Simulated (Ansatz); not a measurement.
Born–Oppenheimer molecular dynamics of Cl2GeH2 (5 atoms, charge 0, multiplicity 1). It starts from a relaxed structure.

Level of theory: Ansatz, RKS PBE/def2-SVP.

* ensemble: NVT, Nosé–Hoover chain
* time step: 3 fs
* steps asked: 40
* set temperature: 700 K
* thermostat: time constant 100 fs, chain length 3 (defaults)
* seed: 749923

First frame:

```xyz
5
Properties=species:S:1:pos:R:3
Ge -0.017 0.000 -0.012
Cl -0.005 0.000 2.158
Cl 2.033 0.000 -0.724
H -0.689 1.307 -0.487
H -0.689 -1.307 -0.487
```

Task: How far do the bonds stretch over the last three quarters of this one trajectory? (Pairs bonded in most of those frames.)

Result: 
| bond | mean (Å) | spread (Å) | shortest | longest |
| --- | --- | --- | --- | --- |
| Ge1–Cl2 | 2.175 | 0.013 | 2.16 | 2.19 |
| Ge1–Cl3 | 2.176 | 0.021 | 2.15 | 2.21 |
| Ge1–H4 | 1.558 | 0.066 | 1.44 | 1.64 |
| Ge1–H5 | 1.550 | 0.022 | 1.51 | 1.58 |

Mean temperature of the second half: 431 K. The conserved energy wandered by up to 10.7 meV per atom (net 0.6 meV per atom), which is poor conservation. The mean temperature of the second half is 38 % below the set value. A step of 3 fs is long for free X–H stretches (periods near 10 fs) and can bias their spread and the temperature. A run of 0.12 ps of so small a system gives no equilibrium averages.

Time of the run: 18 s on 2 threads of Intel(R) Xeon(R) 6975P-C (Granite Rapids), on a shared host, peak memory 0.15 GiB.
